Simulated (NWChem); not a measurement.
System: C$_{2}$H$_{6}$BiF; SMILES [CH3][Bi]([CH3])[F]

Computed with NWChem. Coordinates come from a PBE0/def2-SVP optimisation. No frequency run checked for a minimum. def2 effective core potentials on Bi; no spin-orbit coupling. Gas phase, vertical.

PBE0/def2-SVPD, TDA puts singlet state 3 at 6.21 eV with oscillator strength 0.180.

Question: Give the wavelength, the transition dipole and the radiative lifetime of that state in vacuum.

Answer: 
1. λ = 1239.84/6.21 = 200 nm, or 50090 cm⁻¹.
2. f = (2/3) ΔE μ² in atomic units, so μ = √(1.5 f/ΔE) = 1.09 a.u. = 2.76 D.
3. τ = 1.499 s cm⁻² / (f ν²) = 3.3 ns, for a non-degenerate state that emits at the vertical energy; a higher state like this one mostly decays faster by other paths.
